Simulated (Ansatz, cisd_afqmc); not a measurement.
System: GaH3S, charge 0, singlet. GaH3S (SMILES [SH][GaH2]).
B3LYP-D3(BJ)/def2-TZVP minimum from Ansatz (a program for electronic structure):
```xyz
5

Ga    -0.4610    -0.5604     0.0613
H      0.1335    -1.9159     0.5539
H     -1.9476    -0.2713    -0.3178
S      0.9996     1.0970    -0.1004
H      0.1110     2.0086    -0.5301
```

Total energies in def2-SVP, 12 correlated electrons, 19 frozen orbitals. Radicals and triplets start from unrestricted determinants; spin-orbit coupling is neglected. Cores are frozen in correlated methods (noble-gas shells, and filled d and f shells in the p block). No relativity. AFQMC/CISD: phaseless, guided by CISD from CCSD amplitudes; bars are statistical, one sigma. Outlying blocks are dropped, and bars are widened where a walk drifts. Over all cases where full CI ran beside it in this data, AFQMC minus full CI had a median of +0.1 mEh and passed +0.4 mEh in a tenth of the cases.

The bar of a AFQMC/CISD walk is widened from 0.22 to 0.28 mEh, since its error had not levelled off in the blocking analysis, or few joins of blocks were possible.

```json
[
 {"method": "HF", "program": "Ansatz", "energy (Eh)": "-2322.17660", "minus CCSDTQ (mEh)": "241.13"},
 {"method": "MP2", "program": "Ansatz", "energy (Eh)": "-2322.37762", "minus CCSDTQ (mEh)": "40.12"},
 {"method": "CCSD", "program": "Ansatz", "energy (Eh)": "-2322.41060", "minus CCSDTQ (mEh)": "7.14"},
 {"method": "CCSD(T)", "program": "Ansatz", "energy (Eh)": "-2322.41654", "minus CCSDTQ (mEh)": "1.20"},
 {"method": "CCSDT(Q)", "program": "Ansatz", "energy (Eh)": "-2322.41773", "minus CCSDTQ (mEh)": "0.00"},
 {"method": "CCSDTQ", "program": "Ansatz", "energy (Eh)": "-2322.41774", "minus CCSDTQ (mEh)": "0.00"},
 {"method": "AFQMC/CISD", "program": "cisd_afqmc", "energy (Eh)": "-2322.4176 ± 0.0003", "minus CCSDTQ (mEh)": "0.1 ± 0.3"}
]
```

Rough core times of Ansatz's runs on a shared machine: CCSD(T) under 20 s, CCSDT(Q) 20 s, CCSDTQ 20 min.
